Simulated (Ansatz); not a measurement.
Basis-set extrapolation for `C[B-]([SH2+])(Cl)Cl` (PBE0-D4/def2-TZVP geometry, frozen core, the Gaussian-basis code of Ansatz). Multiplicity 1, RHF reference.

```csv
,def2-TZVPP,def2-QZVPP
HF,-1382.133479,-1382.172903
MP2 correlation,-0.864094,-0.938392
CCSD(T) correlation,-0.969567,not run
```

Energies in hartree. Use E(X) = E(∞) + A·exp(−7.88·√X) for Hartree–Fock and E(X) = E(∞) + B·X^(−2.97) for correlation, with X = 3 and 4, and add CCSD(T) minus MP2 of the smaller set to the MP2 limit.

Question: What is the CCSD(T) energy at the basis-set limit?

Answer: HF limit: -1382.172903 + (-0.039424) × 0.13774 = -1382.17833. MP2 limit: -0.938392 + (-0.074298) × 0.74074 = -0.99343. Higher-order term: -0.969567 − (-0.864094) = -0.10547. Total: -1383.27723 hartree, 109.3 kcal/mol below CCSD(T)/def2-TZVPP.
